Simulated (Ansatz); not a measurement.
```yaml
crystal:
  periodic: [false, false, false]
  atoms:
    - {symbol: C, position_ang: [-0.021329, -1.547891, -2.932139]}
    - {symbol: O, position_ang: [-0.468966, -0.953634, -1.777646]}
    - {symbol: Zr, position_ang: [-0.513596, -0.479653, 0.074419]}
    - {symbol: O, position_ang: [-2.089985, -1.321446, 0.964252]}
    - {symbol: N, position_ang: [-0.971558, 1.478154, 0.036959]}
    - {symbol: C, position_ang: [-1.495397, 2.231425, 1.172078]}
    - {symbol: C, position_ang: [-0.467374, 2.407216, -0.971836]}
    - {symbol: C, position_ang: [0.946117, -0.684428, 2.155885]}
    - {symbol: C, position_ang: [1.636253, 0.169719, 1.267193]}
    - {symbol: C, position_ang: [1.971527, -0.601429, 0.104715]}
    - {symbol: C, position_ang: [1.631715, -1.912808, 0.353584]}
    - {symbol: C, position_ang: [0.974415, -1.991740, 1.570263]}
    - {symbol: H, position_ang: [1.043813, -1.892332, -2.840476]}
    - {symbol: H, position_ang: [-0.623960, -2.493109, -3.199056]}
    - {symbol: H, position_ang: [-0.046887, -0.882106, -3.741725]}
    - {symbol: H, position_ang: [-2.392827, -1.905948, 1.567013]}
    - {symbol: H, position_ang: [-2.363100, 2.870690, 0.921932]}
    - {symbol: H, position_ang: [-1.871264, 1.455309, 1.934984]}
    - {symbol: H, position_ang: [-0.780146, 2.825702, 1.733935]}
    - {symbol: H, position_ang: [-1.283891, 3.065947, -1.296390]}
    - {symbol: H, position_ang: [0.285573, 3.089976, -0.608660]}
    - {symbol: H, position_ang: [-0.125093, 1.931576, -1.885934]}
    - {symbol: H, position_ang: [0.505806, -0.437937, 3.034809]}
    - {symbol: H, position_ang: [1.770328, 1.307079, 1.406360]}
    - {symbol: H, position_ang: [2.511029, -0.216882, -0.744707]}
    - {symbol: H, position_ang: [1.758286, -2.733008, -0.426710]}
    - {symbol: H, position_ang: [0.506641, -2.838857, 1.966073]}
basis:
  gaussian: {orbitals: x2c-TZVPPall}
hamiltonian: {xc: {name: HF}}
correlation: {method: mp2, frozen_orbitals: {C: 0}}
output: {forces: true}
```

```sh
$ ansatz run in.yaml --threads 11 --pin off --events-out ev --progress --plain --max-ram 110592MiB --backend cuda --devices 0, --max-vram 75GiB
```

Shortened log:

```
Functional definition: HF
Error: "frozen_orbitals" has no count for O
```

In this input frozen orbitals are typed for one element alone, and the program wants a count for each. The input was rejected before any iteration.
